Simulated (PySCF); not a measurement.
H5Sb, SMILES [SbH5].

The structure is a stationary point at r2SCAN-D4/def2-TZVP. The def2 effective core potentials stand for the cores of Sb; spin–orbit coupling is left out.

Method: r2SCAN-D4/def2-TZVP run with PySCF 2.14.0.

Frequencies are harmonic and unscaled.

Modes within 1.5 cm⁻¹ of each other (mostly degenerate sets) share a row, with their intensities summed.

```
mode   ν (cm⁻¹)  IR (km/mol)  moving atoms (share of kinetic energy)
-----  --------  -----------  --------------------------------------
1–2         429         12.0                                 H 100 %
3–4         838        459.5                                  H 97 %
5           898        327.2                                  H 97 %
6–7        1073          0.0                                 H 100 %
8          1621          0.0                                 H 100 %
9          1662        670.3                                  H 99 %
10–11      1900        338.5                                  H 99 %
12         1926          0.0                                 H 100 %
```
